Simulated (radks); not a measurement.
Species: Bi XLII. Configuration: [Kr] 4d6. All-electron calculation, Dirac Kohn-Sham, BLYP, spin-unpolarised, spherical densities, finite nucleus; open shells fill j = l - 1/2 first; Fermi nuclear charge, rms radius 5.5211 fm. Program: a radial shooting solver on a logarithmic mesh with Libxc functionals.

Unscreened Slater integrals over Kohn-Sham orbitals (hartree). Large and small components are both included.

F0(4d5/2,4d5/2): 2.4544
F2(4d5/2,4d5/2): 1.2489
F4(4d5/2,4d5/2): 0.85081
F0(4d5/2,4d3/2): 2.4779
F2(4d5/2,4d3/2): 1.2582
G2(4d5/2,4d3/2): 1.2502
G4(4d5/2,4d3/2): 0.85197
F0(4d5/2,4p3/2): 2.4355
F2(4d5/2,4p3/2): 1.2434
G1(4d5/2,4p3/2): 1.5308
G3(4d5/2,4p3/2): 0.98476
F0(4d5/2,4p1/2): 2.5200
G3(4d5/2,4p1/2): 1.0252
F0(4d3/2,4d3/2): 2.5023
F2(4d3/2,4d3/2): 1.2693
F0(4d3/2,4p3/2): 2.4579
F2(4d3/2,4p3/2): 1.2500
G1(4d3/2,4p3/2): 1.5189
G3(4d3/2,4p3/2): 0.98017
F0(4d3/2,4p1/2): 2.5459
G1(4d3/2,4p1/2): 1.6362
F0(4p3/2,4p3/2): 2.4245
F2(4p3/2,4p3/2): 1.2584
F0(4p3/2,4p1/2): 2.5052
G2(4p3/2,4p1/2): 1.2561
F0(4p1/2,4p1/2): 2.5994
